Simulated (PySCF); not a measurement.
C5H3FN2S (charge +1 and doublet state).
Cartesian coordinates in Å at the GFN2-xTB level; atoms count from 1:
```xyz
12
C5H3FN2S angstrom
C      2.154    0.578   -1.280
C      0.988    0.277   -0.692
F     -0.144    0.191   -1.365
S      0.855   -0.032    1.035
C     -0.939   -0.372    1.242
C     -1.737    0.789    0.878
N     -2.348    1.708    0.605
C     -1.354   -1.524    0.455
N     -1.662   -2.432   -0.155
H      2.197    0.759   -2.345
H      3.069    0.647   -0.717
H     -1.079   -0.590    2.311
```

The hyperfine couplings belong to this conformer and change with its torsions.

The species is `C=C(F)[S+]C(C#N)C#N` [radical] (charge +1).

Method: UKS B3LYP, pcH-1 on C F H N S, non-relativistic, mean-field spin-orbit, GIAO (PySCF 2.14.0). Isolated species at its GFN2-xTB geometry (one conformer only). A GFN2-xTB geometry isn't a minimum of the functional, and hyperfine couplings can be far from their values at a DFT geometry, by a factor of two or more for some ions and for spin on atoms past the first row. Stability of the SCF solution: not tested.

Largest spin populations (Mulliken): C1 (+0.53) and S4 (+0.48). The angles at C1 add up to 360.0°, so it is planar.

**Question.** McConnell's relation a(H) = Q·ρ ties the coupling of a proton on a planar π carbon to the spin population of that carbon. What Q do the computed values give?

**Answer.** 
```
  H   C    ρ(C)  a(H) (G)  a/ρ (G)
H10  C1  +0.534    -12.92    -24.2
H11  C1  +0.534    -12.55    -23.5
```

These protons share one ρ (within 0.01), so their mean ratio, Q = -23.8 G, is no test of linearity. In McConnell's picture π spin on carbon polarises the C–H bond and leaves opposite spin at the proton, which makes Q negative, as found here.

Couplings in gauss use g_iso = 2.0084.
